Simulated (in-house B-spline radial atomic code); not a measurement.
# Binding energies in Ar⁷⁺

NIST's tabulated ground configuration is [Ne] 3s1; each binding energy is the energy of the ion with one electron taken from that subshell, relaxed, less that of the parent. All numbers are computed (Dirac-Hartree-Fock, average of configuration; Fermi nucleus of rms radius 3.4274 fm) with an all-electron radial atomic-structure program (B-spline basis), not measured. Energies include first-order Breit, QED and recoil terms.

```
subshell  X-ray name  binding energy (eV)  -ε (eV)  relaxation (eV)
   2p1/2          L2                395.9    400.0              3.8
   2p3/2          L3                393.7    397.6              3.8
      3s          M1                142.9    143.0              0.0
```

Relaxation = -ε minus the binding energy without Breit, QED and recoil terms.

Emission lines follow as differences of binding energies, with λ = 12398.42 eV·Å / E:

```json
{"line": "L3-M1", "holes": "2p3/2 → 3s", "energy (eV)": "250.8", "wavelength (Å)": "49.435"}
```

Question: What does it cost to remove both a 2p3/2 and a 2p1/2 electron?

Answer: 848.02 eV, which is 58.38 eV more than the two single binding energies together.
